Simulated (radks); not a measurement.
Task: All-electron atom: Ti XX in [He] 3s1 (not the ground configuration). Method: scalar-relativistic Kohn-Sham, PBE, spin-polarised, spherical densities, point nucleus; open shells are filled with parallel spins first; computed with a radial shooting solver on a logarithmic mesh with Libxc functionals. Some entries of the table are withheld. Estimate them.

| orbital | occ. | eigenvalue (hartree) | r(max) (bohr) | <r^2> (bohr^2) |
|---|---|---|---|---|
| 1s up | 1 | (1) | 0.04538 | 0.006367 |
| 1s down | 1 | (2) | 0.04538 | 0.006364 |
| 2s up | 0 | -51.95872 | (3) | 0.09494 |
| 2p up | 0 | -50.52353 | 0.1927 | 0.07086 |
| 3s up | 1 | -22.56940 | 0.6285 | 0.4821 |

Result: 
(1) 1s up eigenvalue (hartree): -222.8061
(2) 1s down eigenvalue (hartree): -222.7318
(3) 2s up r(max) (bohr): 0.2462
